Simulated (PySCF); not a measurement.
Spin states of LiPb

Unrestricted PBE0; basis Li def2-SVPD, Pb def2-SVPD with ECP60; scalar-relativistic core potentials; PySCF 2.14. Outer shells of the fragments: Li 2s1; Pb 5d10 6s2 6p2.

Followed along the bond (rough minima from three points):

```
2Ms+1   unpaired  ⟨S²⟩ at the start  R at minimum (Å)  Te (eV)
    4  σ ↑, π ↑↑               3.75              2.64     0.00
    2        π ↑               0.76              2.84     0.28
    2  σ ↑, π ↑↓               1.76              2.67     0.53
    2  σ ↓, π ↑↑               1.76              2.72     0.56
    2        σ ↑               0.76              2.67     1.16
```

Solutions found at the starting distance of 2.680 Å, counted from the lowest of them; the search is not exhaustive and high or unbound solutions are not listed, so other states can lie among these:

```csv
2Ms+1,unpaired,term,E (eV),⟨S²⟩,⟨Lz²⟩,μ (D)
4,"σ ↑, π ↑↑",⁴Σ⁻,0.00,3.75,0.00,-5.35
2,π ↑,²Π,0.31,0.76,1.00,-4.32
2,"σ ↑, π ↑↓",mixed,0.52,1.76,2.01,-5.22
2,"σ ↓, π ↑↑",mixed,0.56,1.76,0.00,-5.47
2,σ ↑,mixed,1.15,0.76,2.00,-4.65
4,"σ ↑↑, π ↑",⁴Π,1.74,3.75,1.00,5.00
4,"σ ↑, π ↑↑",mixed,2.86,3.75,2.00,2.10
```

A term symbol is given only where ⟨S²⟩ and ⟨Lz²⟩ are close to those of a pure state; real π, δ and φ orbitals otherwise mix terms. A positive dipole means Li(−)Pb(+).

These are scalar-relativistic numbers at best; spin–orbit coupling would shift them, the dissociation energy most. Counting both spins, an empty level lies below a filled one in some of these solutions, because spin and occupation are held.
